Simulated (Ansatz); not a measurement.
Relaxation of Zn2O⁺ with UKS PBE-D4/def2-TZVP.

```sh
$ ansatz run in.yaml --threads 4 --pin off --events-out ev --progress --plain --max-ram 3916MiB
```

```yaml
crystal:
  periodic: [false, false, false]
  atoms:
    - {symbol: Zn, position_ang: [0.788580, 0.365710, 1.026610]}
    - {symbol: Zn, position_ang: [-0.304130, 0.223660, -1.291450]}
    - {symbol: O, position_ang: [-0.484440, -0.589370, 0.264840]}
basis:
  gaussian: {orbitals: def2-TZVP}
total_charge: 1
magnetization: {spin_polarized: true, initial_magnetization: 1}
hamiltonian: {xc: pbe, dispersion: d4}
scf: {lower_state_search: "off"}
output: {orbitals: {seedname: orbitals}}
relax: {f_tol: 0.02, max_steps: 100}
```

Hardware: 4 threads of Arm Neoverse N1 on a shared host. Wall time 14 s.

Positions (Å) and forces (eV/Å) at steps 1, 2, 3, 4, 5, 6, 7 of 7:

```xyz
3
step=1 energy=-98862.1342 eV
Zn    0.789    0.366    1.027    1.130    0.617    1.244
Zn   -0.304    0.224   -1.291   -0.267    0.429   -1.704
O    -0.484   -0.589    0.265   -0.864   -1.046    0.461
3
step=2 energy=-98862.2674 eV
Zn    0.810    0.362    1.087    0.568    0.253    0.765
Zn   -0.337    0.213   -1.345   -0.238    0.145   -0.938
O    -0.473   -0.575    0.258   -0.330   -0.399    0.173
3
step=3 energy=-98862.4235 eV
Zn    0.855    0.336    1.263   -0.232   -0.241    0.025
Zn   -0.442    0.167   -1.488   -0.156   -0.231    0.187
O    -0.413   -0.503    0.226    0.388    0.472   -0.212
3
step=4 energy=-98862.5255 eV
Zn    0.856    0.295    1.367   -0.073   -0.123    0.123
Zn   -0.519    0.116   -1.551   -0.135   -0.131   -0.009
O    -0.337   -0.410    0.184    0.208    0.253   -0.114
3
step=5 energy=-98862.5584 eV
Zn    0.851    0.238    1.494   -0.231   -0.097   -0.326
Zn   -0.618    0.046   -1.622    0.108   -0.053    0.394
O    -0.233   -0.284    0.127    0.123    0.150   -0.067
3
step=6 energy=-98862.5674 eV
Zn    0.835    0.226    1.483    0.045    0.028    0.043
Zn   -0.619    0.037   -1.601   -0.005    0.021   -0.065
O    -0.216   -0.263    0.118   -0.040   -0.049    0.022
3
step=7 energy=-98862.5685 eV
Zn    0.841    0.236    1.472   -0.001    0.000   -0.003
Zn   -0.607    0.048   -1.599    0.002    0.001    0.003
O    -0.234   -0.284    0.128   -0.001   -0.001    0.000
```

The structure comes from a short search, and lower isomers may exist.
